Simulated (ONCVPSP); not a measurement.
## Plane-wave convergence, ONCV potential for manganese (Mn)

ONCVPSP 4.0.1 input, shortened (lines: element, Z, core and valence counts, functional; n l f; lmax; l rc ep ncon nbas qcut; lloc lpopt rc5 dvloc0; l nproj debl; icmod fcfact rcfact), PBE, fully relativistic:

```
  Mn 25.00    3    4        4      upf
    1    0    2.00
    2    0    2.00
    2    1    6.00
    3    0    2.00
    3    1    6.00
    3    2    5.00
    4    0    2.00
    2
    0    1.40    0.00    3    6   11.20
    1    1.35    0.00    4    8    9.90
    2    1.60    0.00    4    8    9.10
    4    5    1.15    1.00
    0    2    3.50
    1    2    1.40
    2    2    3.00
    0    0.00    0.00
```

Open shells are filled in proportion to 2j + 1.

In the p channel the program set the typed energies aside and used -1.990, 0.250 Ha (j = l + 1/2; the other j can differ).

For each optimised wave give the share of its norm inside rc, the residual kinetic energy above qcut (Ha) and the cutoffs (Ha) for errors of 10, 1, 0.1 and 0.01 mHa per electron.

```json
{"wave": "3s", "norm inside rc": "0.940", "residual KE": "9.1e-08", "10 mHa": "23.5", "1 mHa": "32.1", "0.1 mHa": "38.5", "0.01 mHa": "43.5"}
{"wave": "4s", "norm inside rc": "0.040", "residual KE": "1.6e-09", "10 mHa": "10.2", "1 mHa": "27.4", "0.1 mHa": "36.6", "0.01 mHa": "43.9"}
{"wave": "3p j=3/2", "norm inside rc": "0.882", "residual KE": "1.5e-07", "10 mHa": "23.4", "1 mHa": "30.4", "0.1 mHa": "36.5", "0.01 mHa": "41.4"}
{"wave": "p projector 2 j=3/2", "norm inside rc": "0.060", "residual KE": "4.7e-08", "10 mHa": "18.2", "1 mHa": "25.6", "0.1 mHa": "32.2", "0.01 mHa": "37.6"}
{"wave": "3p j=1/2", "norm inside rc": "0.888", "residual KE": "2.2e-07", "10 mHa": "23.9", "1 mHa": "30.9", "0.1 mHa": "36.9", "0.01 mHa": "41.9"}
{"wave": "p projector 2 j=1/2", "norm inside rc": "0.060", "residual KE": "4.9e-08", "10 mHa": "18.5", "1 mHa": "26.1", "0.1 mHa": "32.7", "0.01 mHa": "38.3"}
{"wave": "3d j=5/2", "norm inside rc": "0.773", "residual KE": "2.7e-05", "10 mHa": "29.4", "1 mHa": "34.6", "0.1 mHa": "38.8", "0.01 mHa": "65.5"}
{"wave": "d projector 2 j=5/2", "norm inside rc": "0.162", "residual KE": "3.4e-04", "10 mHa": "32.5", "1 mHa": "38.5", "0.1 mHa": "66.4", "0.01 mHa": "117.4"}
{"wave": "3d j=3/2", "norm inside rc": "0.776", "residual KE": "2.7e-05", "10 mHa": "29.4", "1 mHa": "34.6", "0.1 mHa": "38.8", "0.01 mHa": "65.8"}
{"wave": "d projector 2 j=3/2", "norm inside rc": "0.163", "residual KE": "3.4e-04", "10 mHa": "32.5", "1 mHa": "38.6", "0.1 mHa": "67.1", "0.01 mHa": "117.5"}
```

The occupied waves need 35 Ha and 39 Ha for 1 and 0.1 mHa. Note: ghosts flagged at negative energy: s at -1144.5 eV; no localised positive-energy state flagged. A true bound ghost makes a file unfit for plane-wave use.
